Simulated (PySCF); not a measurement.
Al(Cl)2(SMe) (CH₃AlCl₂S), SMILES C[S][Al]([Cl])[Cl].

Coordinates come from a PBE0-D3(BJ)/def2-SVP optimisation. The structure was generated by enumeration; whether it is a known compound was not checked. One conformer was computed; it need not be the lowest.

These are PBE0-D3(BJ)/def2-SVP (PySCF 2.14.0) values and carry that method's errors.

Frequencies are harmonic and unscaled.

Computed normal modes with their intensities:
```tsv
mode	ν (cm⁻¹)	IR (km/mol)	moving atoms (share of kinetic energy)
1	37	1.2	H 75 %, S 13 %, C 9 %
2	74	0.5	H 42 %, C 28 %, S 15 %, Cl 11 %
3	113	2.8	Cl 47 %, C 23 %, Al 11 %, H 10 %, S 8 %
4	143	9.7	Cl 70 %, S 13 %, Al 8 %
5	190	30.2	Al 78 %, Cl 14 %
6	215	0.8	C 33 %, S 25 %, Cl 20 %, H 15 %
7	375	0.4	Cl 62 %, S 36 %
8	608	153.7	Al 66 %, S 19 %, Cl 13 %
9	625	156.6	Al 68 %, Cl 31 %
10	721	10.2	C 58 %, S 32 %, H 9 %
11	968	5.3	H 84 %, C 14 %
12	983	8.6	H 82 %, C 15 %
13	1338	6.3	H 87 %, C 12 %
14	1452	5.7	H 96 %
15	1456	6.7	H 96 %
16	3078	16.7	H 98 %
17	3197	0.5	H 90 %, C 10 %
18	3200	0.2	H 90 %, C 10 %
```
